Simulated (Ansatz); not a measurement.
A nudged elastic band was laid between two geometries of BrF3H3HfN (9 atoms, charge 0, multiplicity 1).

The calculation used RKS B3LYP-D4/def2-SVP in Ansatz 0.2.0.

```json
{"movable images": "9", "climbing image": "yes", "spring": "5.0 eV/Å²", "optimiser": "quadratic models (default)", "start path": "through a guess of the saddle point", "force threshold": "0.05 eV/Å", "iteration limit": "60", "end points": "relaxed"}
```

Image 0:

```xyz
9
Properties=species:S:1:pos:R:3
Hf -0.546 0.306 0.042
N -0.276 -0.427 2.354
H 0.525 -1.055 2.457
H -0.119 0.354 2.996
F 1.173 1.063 0.464
F -0.649 0.828 -1.801
F -0.629 -1.603 -0.183
Br -2.621 1.479 0.960
H -1.092 -0.932 2.710
```

Image 10:

```xyz
9
Properties=species:S:1:pos:R:3
Hf -0.547 0.321 0.047
N -0.271 -0.429 2.365
H -0.097 -1.437 2.405
H 0.530 0.030 2.807
F 1.030 1.298 0.559
F -0.623 0.849 -1.794
F -0.364 -1.578 -0.207
Br -2.806 1.201 0.861
H -1.086 -0.242 2.954
```

(1) What changes between the two ends?

(2) What energy profile does the band end with?

(3) What is the geometry of the highest image?

The band took 19 iterations and of the order of 40 core-minutes.

Results:

(1) No bond is made or broken.

(2) The run converged. The highest image is number 7 of 0 to 10, 6.2 kcal/mol above the first end and 5.9 kcal/mol above the last; the last end lies 0.3 kcal/mol above the first. The profile has 2 maxima (images 4, 7) with wells between them (image 6): this band takes more than one step, which may be the mechanism or a detour left from its start path. A vibrational analysis at the climbing image gives one clearly imaginary mode, 50i cm⁻¹, and a faint second one (25i cm⁻¹) that may be numerical noise or a soft torsion: probably a first-order saddle point.

```
image  path coordinate (Å)  energy (kcal/mol)
    0                 0.00                0.0
    1                 0.79                0.2
    2                 1.57                1.4
    3                 2.36                4.4
    4                 3.14                6.0
    5                 3.93                6.0
    6                 4.71                5.7
    7                 5.51                6.2
    8                 6.38                5.3
    9                 7.24                2.3
   10                 8.10                0.3
```

(3) 
```xyz
9
Properties=species:S:1:pos:R:3:forces:R:3
Hf -0.518 0.053 0.035 0.00 0.00 0.00
N -0.287 -0.049 2.409 0.00 0.01 0.01
H 0.015 -0.984 2.700 0.00 0.00 0.00
H 0.450 0.586 2.730 0.00 -0.01 -0.01
F 1.389 0.067 0.416 0.00 0.00 0.00
F -0.573 1.673 -0.976 0.00 0.00 0.00
F -0.552 -1.520 -1.047 0.00 0.00 0.00
Br -3.009 0.029 0.812 0.00 0.00 0.00
H -1.150 0.158 2.918 0.00 0.00 -0.01
```

The run took 9.3 min on 4 threads of Arm Neoverse V1 (shared host), peak memory 0.4 GiB.
